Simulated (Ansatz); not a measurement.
A structure relaxed at r2SCAN/def2-TZVP in Ansatz, charge 0, singlet:

Cartesian coordinates in Å:
```
Be 0.534 1.284 -0.367
Be 0.660 -0.732 0.034
Be 0.615 0.084 -1.961
Be -1.283 -1.509 0.549
Be -0.682 0.265 1.239
Be -1.076 -0.191 -0.935
Be 1.232 0.799 1.440
```

(1) Give its formula and point group.

(2) Summarise the bond lengths by kind (pairs closer than 1.2 times the sum of covalent radii, bridged metal pairs left out).

## Answers

(1) Be7. Point group C3v (tolerance 0.1 Å).

(2) 15 × Be–Be 2.00 to 2.26 Å.

The restricted singlet is unstable towards broken spin symmetry in Hartree–Fock (as tested in another run); at r2SCAN/def2-TZVP this wasn't settled. Another isomer (singlet) lies 0.51 eV lower at PBE0/def2-TZVP; other spin states weren't run for this one.
